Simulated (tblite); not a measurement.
Species: C6H6NS (doublet state).
Bonds: N1–C2, C2–C3 (aromatic), C3–C4 (aromatic), C4–C5 (aromatic), C5–C6 (aromatic), C6–S7, C6–C8 (aromatic), C2–C8 (aromatic). Hydrogens: H9, H10 on N1; H11 on C4; H12 on C5; H13 on S7; H14 on C8.

The geometry is computed with GFN2-xTB (gas phase). This method treats the open shell by occupation alone, without spin polarisation.

Problem. What internal coordinates does the optimisation give?

Solution. 
| bond | length (pm) | order |
| --- | --- | --- |
| N1–C2 | 137.7 | single |
| C2–C3 | 137.8 | aromatic |
| C3–C4 | 135.6 | aromatic |
| C4–C5 | 139.5 | aromatic |
| C5–C6 | 138.6 | aromatic |
| C6–S7 | 177.6 | single |
| C6–C8 | 138.5 | aromatic |
| C2–C8 | 140.3 | aromatic |
| N1–H9, N1–H10 | 100.7 | single |
| C4–H11 | 107.9 | single |
| C5–H12 | 107.9 | single |
| S7–H13 | 133.2 | single |
| C8–H14 | 108.2 | single |

Bonds in one row agree within 1 pm and their mean is given. Orders are formal, as drawn. A selection of angles:
| angle | degrees |
| --- | --- |
| N1–C2–C3 | 123.0 |
| N1–C2–C8 | 121.0 |
| C3–C2–C8 | 116.0 |
| C2–C3–C4 | 125.3 |
| C3–C4–C5 | 118.3 |
| C4–C5–C6 | 118.7 |
| C5–C6–S7 | 117.6 |
| C5–C6–C8 | 121.5 |
| S7–C6–C8 | 120.9 |
| C2–C8–C6 | 120.2 |
| H9–N1–C2 | 116.0 |
| H10–N1–C2 | 116.7 |
| H13–S7–C6 | 96.3 |

Torsions: H13–S7–C6–C5 -178° (antiperiplanar). The mirror-image conformer, all signs reversed, is as good.

C4 (carbon bonded to 2 C and H) is planar (angles 121.8°, 119.8° and 118.3°, sum 360.0°, 0.00 Å off the plane of its three neighbours). C6 (carbon bonded to 2 C and S) is planar (angles 121.5°, 120.9° and 117.6°, sum 360.0°, 0.00 Å off the plane of its three neighbours). The 6 C–C bonds span 1.356 Å (C3–C4, aromatic) to 1.403 Å (C2–C8, aromatic), a spread of 0.047 Å. The 8 heavy atoms lie in one plane (0.016 Å rms). C2 (carbon bonded to 2 C and N) is planar (angles 123.0°, 121.0° and 116.0°, sum 359.9°, 0.02 Å off the plane of its three neighbours). The 6-membered ring C2–C3–C4–C5–C6–C8 has internal angles of 116.0° to 125.3° (sum 720°, against 720° for a flat polygon); it is planar, 0.00 Å rms from its mean plane, widest ring torsion 0°. C8 (carbon bonded to 2 C and H) is planar (angles 121.0°, 120.2° and 118.7°, sum 360.0°, 0.00 Å off the plane of its three neighbours).

Point group: near Cs, missed by 0.29 Å at most; the miss may be what the optimiser left on a soft mode. Its GFN2-xTB frequencies are all real (lowest 168 cm⁻¹). Torsions: C5–C6–S7–H -178°.
